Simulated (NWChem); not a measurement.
# H2SeS2; SMILES S[Se]S

```xyz
5

Se     0.0000     0.0000     0.6740
S      1.7548    -0.0435    -0.6634
H      1.8737     1.2934    -0.8447
S     -1.7548     0.0435    -0.6634
H     -1.8737    -1.2934    -0.8447
```
Atoms are numbered in this order, from 1.

Coordinates come from a PBE0/def2-SVP optimisation. B3LYP is NWChem's, with the RPA form of VWN correlation.

Symmetry labels are those of C2 in the frame above (b1 and b2, or b-type labels, depend on it).

Q: List the 4 lowest vertical singlet excitations from B3LYP/def2-SVPD, TDA (NWChem).

A: 
```tsv
state	energy (eV)	oscillator strength	symmetry	leading excitation (squared amplitude)
S1	3.95	0.003	b	HOMO → LUMO (0.99)
S2	4.35	0.024	b	HOMO−1 → LUMO (0.82)
S3	4.36	0.002	a	HOMO → LUMO+1 (0.99)
S4	4.55	0.010	a	HOMO−2 → LUMO (0.93)
```
